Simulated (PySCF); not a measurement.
# AlSb⁻: from constants to spectrum

ROHF-CCSD(T) constants of AlSb⁻, ²Σ⁺ (doublet), unpaired electrons σ ↑ (PySCF, scalar-relativistic core potentials, basis sets Al def2-TZVPPD, Sb def2-TZVPPD with ECP28; masses 26.9815 and 120.9038 u):

```
ωe   : 370.8 cm⁻¹
ωexe : 1.43 cm⁻¹
Be   : 0.12935 cm⁻¹
αe   : 0.000616 cm⁻¹
```

Q: What force constant and bond length do these constants imply?

A: Reduced mass μred = 22.059 u; k = 5.8918×10⁻⁷·μred·ωe² (u, cm⁻¹, mdyn/Å) = 1.79 mdyn/Å; Re = √(16.8576/(μred·Be)) (u, cm⁻¹, Å) = 2.431 Å.

Q: Estimate the centrifugal constant D from the Kratzer relation and find the Dunham coefficient a1.

A: D = 4Be³/ωe² = 6.3e-08 cm⁻¹; a1 = −1 − αeωe/(6Be²) = -3.28.

Correlated steps freeze 9 core orbitals. These are scalar-relativistic numbers at best; spin–orbit coupling would shift them, the dissociation energy most. The state was picked by a PBE0 search and need not be the measured ground state.
